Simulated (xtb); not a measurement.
C₄F₅, SMILES F[C]1C(F)=C(F)C1(F)F (connectivity only; charge and spin as stated), charge +1, multiplicity 1. All values are semi-empirical tight-binding results from xtb (GFN2-xTB unless named), good for trends rather than for accurate numbers. Geometry optimised at GFN2-xTB. The multiplicity is an assumed one; other spin states were not compared. The isomer is the one that the SMILES or the coordinates give; other isomers of the formula were not compared.

Task: Estimate the properties. (An estimate is asked for; the answer gives what the named calculation found.)

Result: 
- point group as xtb finds it: C2v
- orbital gap: 1.93 eV
- zero-point energy: 21.8 kcal/mol
- G − E(el) at 298.15 K (modified RRHO): 1.4 kcal/mol
- static polarisability (D4 model): 47.4 bohr³
- solvation energy, GFN2-xTB/ALPB(water): -55.7 kcal/mol
- solvation energy, GFN2-xTB/ALPB(acetone): -46.4 kcal/mol

Task: Give the IR lines (harmonic; lines under 4 % of the strongest left out, lines within 3 cm⁻¹ merged). (Estimate from the structure and the level; the computed values follow.)

Result: ν (cm⁻¹): 965 (w), 1142 (m), 1203 (w), 1426 (m), 1512 (vs), 1752 (w) (against the strongest line: vs over 80 %, s over 45 %, m over 15 %, w over 4 %, vw less)
